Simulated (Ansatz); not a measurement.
C₃H₅ClSn (`Cl[C]1=C[CH2][SnH2]1`), relaxed with RKS PBE0-D4/def2-TZVP in Ansatz 0.2.0 from a PBE-D4/def2-SVP geometry. The force threshold is 0.005 eV/Å; the program also tests the step.

Total charge 0; spin multiplicity 1. Sn: def2 effective core potential.

Start:

```xyz
10

Cl    1.519    0.232   -2.608
C     0.648    0.103   -1.120
C    -0.441    0.832   -0.755
C    -0.948    0.454    0.622
Sn    0.690   -1.038    0.737
H    -0.910    1.614   -1.383
H    -1.973    0.027    0.633
H    -0.894    1.269    1.373
H     0.305   -2.725    0.669
H     2.004   -0.769    1.833
```

**Question.** By how much does the energy fall, and how many steps does the optimiser take? (Best estimate.)

**Answer.** The calculation gave: 0.07 eV, in 4 steps.

**Question.** Which bonds change most? (An estimate is asked.)

**Answer.** Ansatz gave: C4–Sn5 from 2.219 to 2.175 Å; C2–Sn5 from 2.180 to 2.140 Å; Sn5–H9 from 1.732 to 1.707 Å.

**Question.** Give the relaxed structure. (Best estimate.)

**Answer.** Ansatz gave: 
```xyz
10

Cl    1.498    0.233   -2.579
C     0.642    0.096   -1.100
C    -0.429    0.817   -0.746
C    -0.935    0.441    0.624
Sn    0.674   -1.018    0.727
H    -0.891    1.586   -1.364
H    -1.946    0.027    0.626
H    -0.883    1.250    1.355
H     0.297   -2.681    0.655
H     1.973   -0.751    1.803
```
